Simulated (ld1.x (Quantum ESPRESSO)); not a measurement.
**beryllium: one change to a TM potential, before and after**

```
Element                 : Be
Generator               : ld1.x (Quantum ESPRESSO) 7.5
Type                    : norm-conserving Troullier–Martins (Kleinman–Bylander form)
Functional              : PBE
Relativity              : scalar-relativistic
Frozen core             : [He]
Valence charge          : 2
Reference configuration : 2s1.75 2p0.25
Partial waves           : 2s (bound): rc 1.95 bohr; 2p (bound): rc 4.20 bohr
Local potential         : the p channel
Core correction         : a·sin(br)/r model core inside 1.00 bohr
```

Change: wave 2s (bound): rc 1.95 bohr becomes 2s (bound): rc 1.78 bohr.

Cutoffs: the cutoffs (Ry, on a coarse ladder) from which the occupation-weighted sum of valence levels, in a spherical-Bessel basis at the reference potential, stays within 10 and 1 mRy of its value at 400 Ry; they do not see the model core or the augmentation charge, which bear on the density cutoff. Errors are all-electron minus pseudo energies relative to the spin-unpolarised reference configuration.

Q: What does the change do?

A: The potential gets softer (10 Ry and 21 Ry → 10 Ry and 18 Ry); the errors of the 6 common tests hardly move; neither file shows a bound ghost.

```tsv
quantity	base	changed
cutoff, loose	10 Ry	10 Ry
cutoff, tight	21 Ry	18 Ry
bound ghosts	none	none
error for 2s2 2p0, meV [ΔE -0.90 eV]	-1.5	-1.4
error for 2s1 2p0, meV [ΔE 8.65 eV]	+28	+29
error for 2s1.5 2p0, meV [ΔE 2.86 eV]	+8.4	+8.4
error for 2s0 2p1, meV [ΔE 12.56 eV]	-189	-185
error for 2s0 2p2, meV [ΔE 6.35 eV]	-80	-78
error for 2s1 2p1, meV [ΔE 2.71 eV]	-14	-14
s: phases at 4.57 bohr within 0.05 rad from the reference energy up to (Ry; the scan ends near 5)	0.2	0.2
p: phases at 4.57 bohr within 0.05 rad from the reference energy up to (Ry; the scan ends near 5)	0.3	0.3
```
